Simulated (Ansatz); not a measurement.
Program: Ansatz 0.2.0.

CH₄AlNOSi, SMILES `[OH][Al]1[CH]=N[SiH2]1` at its PBE0-D4/def2-TZVP geometry, where that method's forces vanish. Charge 0, multiplicity 1.

```csv
atom,x (Å),y (Å),z (Å)
O1,-2.190,-1.520,0.536
Al2,-0.847,-0.543,0.218
C3,-0.414,1.391,0.466
N4,0.779,1.452,0.006
Si5,1.403,-0.121,-0.581
H6,-2.271,-2.457,0.364
H7,-0.876,2.310,0.849
H8,2.640,-0.492,0.162
H9,1.776,-0.021,-2.020
```

Task: For each bond, give half the difference of the two atoms' forces along it (eV/Å; positive pushes the atoms apart) under PBE-D4, r2SCAN-D4, B3LYP-D4, ωB97M-V in def2-TZVPP. (Estimate.)

Result: The calculation gave: 
```csv
bond,length (Å),PBE-D4,r2SCAN-D4,B3LYP-D4,ωB97M-V
O1–Al2,1.691,0.18,0.04,0.04,0.11
O1–H6,0.956,0.34,0.02,0.01,-0.06
Al2–C3,1.997,-0.04,-0.02,0.07,-0.05
Al2–Si5,2.425,-0.07,0.04,0.10,-0.01
C3–N4,1.280,0.54,0.34,0.10,0.06
C3–H7,1.097,-0.04,-0.09,-0.14,-0.10
N4–Si5,1.792,0.15,0.03,0.11,0.05
Si5–H8,1.490,0.04,-0.05,-0.12,-0.13
Si5–H9,1.490,0.04,-0.05,-0.12,-0.13
```

B3LYP here is the variant with VWN-RPA as its local correlation; programs differ in this.
